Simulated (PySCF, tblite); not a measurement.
Isomers of C5H11ClSi2, one GFN2-xTB conformer each. Single-point energies are computed at PBE0/pcSseg-1 (PySCF, gas phase, no added dispersion term), electronic only.

```csv
SMILES,GFN2-xTB relative energy (kJ/mol)
[SiH3]C1=C[SiH2][C@H]1CCCl,79.2
C=C=C(C)[Si@@H](Cl)[SiH2]C,20.4
CC1=C[SiH2][Si@H]1CCCl,119.3
ClC[SiH2][C@@H]1C=C[SiH2]C1,41.1
C=C=C([SiH3])[Si@@H](Cl)CC,0.0
```

Conformers: `[SiH3:1][C:2]1=[CH:3][SiH2:4][C@H:5]1[CH2:6][CH2:7][Cl:8]` with Si4–C5–C6–C7 -71°, C5–C6–C7–Cl8 -64°; `[CH2:1]=[C:2]=[C:3]([CH3:4])[Si@@H:5]([Cl:6])[SiH2:7][CH3:8]` with C2–C3–Si5–Cl6 0°, C3–Si5–Si7–C8 -165°; `[CH3:1][C:2]1=[CH:3][SiH2:4][Si@H:5]1[CH2:6][CH2:7][Cl:8]` with Si4–Si5–C6–C7 -96°, Si5–C6–C7–Cl8 54°; `[Cl:1][CH2:2][SiH2:3][C@@H:4]1[CH:5]=[CH:6][SiH2:7][CH2:8]1` with Cl1–C2–Si3–C4 -179°, C2–Si3–C4–C5 -173°, Si3–C4–C5–C6 -108°, C5–C6–Si7–C8 -8°, C6–Si7–C8–C4 15°, Si3–C4–C8–Si7 101°; `[CH2:1]=[C:2]=[C:3]([SiH3:4])[Si@@H:5]([Cl:6])[CH2:7][CH3:8]` with C2–C3–Si5–Cl6 -118°, C3–Si5–C7–C8 -178°.

**Question.** What does PBE0/pcSseg-1 give for the same structures?

**Answer.** 
```csv
SMILES,PBE0/pcSseg-1 E (Eh),PBE0/pcSseg-1 (kJ/mol),GFN2-xTB (kJ/mol),point group
C=C=C([SiH3])[Si@@H](Cl)CC,-1235.64052,0.0,0.0,C1
C=C=C(C)[Si@@H](Cl)[SiH2]C,-1235.63716,8.8,20.4,C1
ClC[SiH2][C@@H]1C=C[SiH2]C1,-1235.61884,56.9,41.1,C1
CC1=C[SiH2][Si@H]1CCCl,-1235.60925,82.1,119.3,C1
[SiH3]C1=C[SiH2][C@H]1CCCl,-1235.58393,148.6,79.2,C1
```

Both levels put the same isomer lowest; measured from each level's own lowest isomer, the values differ by up to 69.4 kJ/mol ([SiH3]C1=C[SiH2][C@H]1CCCl: 79.2 against 148.6). As drawn, the lowest has cumulated double bonds, which the highest lacks; the highest has a four-membered ring, which the lowest lacks. Neighbours under 10 kJ/mol apart (C=C=C([SiH3])[Si@@H](Cl)CC and C=C=C(C)[Si@@H](Cl)[SiH2]C) can change places with a better method, another conformer or zero-point energy.

**Question.** Which frontier levels, dipoles and rotational constants go with these structures?

**Answer.** 
```json
{"SMILES": "C=C=C([SiH3])[Si@@H](Cl)CC", "HOMO (eV, PBE0/pcSseg-1)": "-7.27", "LUMO (eV)": "-0.61", "dipole (D)": "2.02", "A, B, C (MHz)": "1378, 817.8, 577.2"}
{"SMILES": "C=C=C(C)[Si@@H](Cl)[SiH2]C", "HOMO (eV, PBE0/pcSseg-1)": "-7.32", "LUMO (eV)": "-0.52", "dipole (D)": "1.55", "A, B, C (MHz)": "1568, 763.4, 570.3"}
{"SMILES": "ClC[SiH2][C@@H]1C=C[SiH2]C1", "HOMO (eV, PBE0/pcSseg-1)": "-7.18", "LUMO (eV)": "-0.34", "dipole (D)": "2.24", "A, B, C (MHz)": "3070, 488.2, 461.0"}
{"SMILES": "CC1=C[SiH2][Si@H]1CCCl", "HOMO (eV, PBE0/pcSseg-1)": "-7.47", "LUMO (eV)": "-0.19", "dipole (D)": "2.57", "A, B, C (MHz)": "1955, 725.1, 559.3"}
{"SMILES": "[SiH3]C1=C[SiH2][C@H]1CCCl", "HOMO (eV, PBE0/pcSseg-1)": "-7.65", "LUMO (eV)": "-0.72", "dipole (D)": "1.89", "A, B, C (MHz)": "1560, 701.3, 533.0"}
```

**Question.** What happens when harmonic zero-point energies from GFN2-xTB frequencies are added?

**Answer.** 
| SMILES | ZPE (kJ/mol) | electronic (kJ/mol) | with ZPE (kJ/mol) |
| --- | --- | --- | --- |
| C=C=C([SiH3])[Si@@H](Cl)CC | 353.1 | 0.0 | 0.0 |
| C=C=C(C)[Si@@H](Cl)[SiH2]C | 356.5 | 8.8 | 12.3 |
| ClC[SiH2][C@@H]1C=C[SiH2]C1 | 359.7 | 56.9 | 63.5 |
| CC1=C[SiH2][Si@H]1CCCl | 364.2 | 82.1 | 93.2 |
| [SiH3]C1=C[SiH2][C@H]1CCCl | 353.2 | 148.6 | 148.7 |

The zero-point energies span 11.1 kJ/mol. The order is unchanged.
